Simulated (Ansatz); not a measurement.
One change: `CC(F)(F)F` becomes `O=C(O)C(F)(F)F`.

Ansatz, PBE0-D4/def2-TZVP geometries, multiplicity 1. Each molecule was computed in one conformer, which needn't be the lowest.

```
                                                                                  property  `CC(F)(F)F`
                                                     HOMO energy (ωB97M-V/def2-TZVPP) / eV       -13.34
                                                       HOMO–LUMO gap (PBE/def2-TZVPP) / eV         9.75
                                                        LUMO energy (PBE0/def2-TZVPP) / eV         1.44
ideal-gas entropy at 298 K and 1 bar (rigid rotor, harmonic PBE0-D4/def2-TZVP) / J/(mol·K)          286
                                                     HOMO–LUMO gap (B3LYP/def2-TZVPP) / eV        11.73
                                                     LUMO energy (ωB97M-V/def2-TZVPP) / eV         2.81
```

(1) Give the same properties after the change, and the shifts. (An estimate is asked.)

Results:

(1) Ansatz gave: 
| property | `O=C(O)C(F)(F)F` | shift |
| --- | --- | --- |
| HOMO energy (ωB97M-V/def2-TZVPP) / eV | -11.65 | 1.69 |
| HOMO–LUMO gap (PBE/def2-TZVPP) / eV | 5.25 | -4.50 |
| LUMO energy (PBE0/def2-TZVPP) / eV | -1.07 | -2.51 |
| ideal-gas entropy at 298 K and 1 bar (rigid rotor, harmonic PBE0-D4/def2-TZVP) / J/(mol·K) | 338 | 52 |
| HOMO–LUMO gap (B3LYP/def2-TZVPP) / eV | 7.59 | -4.14 |
| LUMO energy (ωB97M-V/def2-TZVPP) / eV | 1.32 | -1.49 |

With PBE0 the HOMO rises by 1.71 eV and the LUMO falls by 2.51 eV, so the gap narrows by about 4.22 eV. PBE moves the HOMO by 1.68 eV and ωB97M-V by 1.69 eV. Modes under 60 cm⁻¹, often nearly free rotors, make the harmonic entropy too high.

B3LYP here is the variant with VWN-RPA as its local correlation; programs differ in this.
